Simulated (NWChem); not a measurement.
AlNH₃OCl; SMILES [NH2][Al]([OH])[Cl]

```xyz
7

Al     0.0866    -0.3426     0.0000
Cl    -0.1574     1.7504     0.0000
O      1.6872    -0.9315     0.0000
H      1.8867    -1.8750     0.0000
N     -1.3677    -1.3515     0.0000
H     -1.3935    -2.3628     0.0000
H     -2.3053    -0.9696     0.0000
```
Atoms are numbered in this order, from 1.

Level: B3LYP/6-31G* (spherical d) (NWChem), optimised geometry, unscaled harmonic frequencies. B3LYP is NWChem's, with the RPA form of VWN correlation.

```
frequency (cm⁻¹)  IR intensity (km/mol)
----------------  ---------------------
176                                 4.0
203                                25.3
211                                11.3
247                                76.1
337                               240.9
356                                31.9
483                                42.7
612                               197.1
691                                13.6
821                               208.4
927                               126.3
1609                               51.7
3578                               24.5
3668                               22.0
3847                               59.5
```

```json
{
 "zero_point_energy": "25.4 kcal/mol",
 "thermal correction to the enthalpy at 298.15 K (with zero-point energy)": "30.0 kcal/mol",
 "heat capacity Cv": "20.7 cal/(mol K)",
 "entropy at 298.15 K and 1 atm (symmetry number 1)": "78.4 cal/(mol K)",
 "dipole_moment": "3.96 D"
}
```

Rigid rotor and harmonic oscillator.
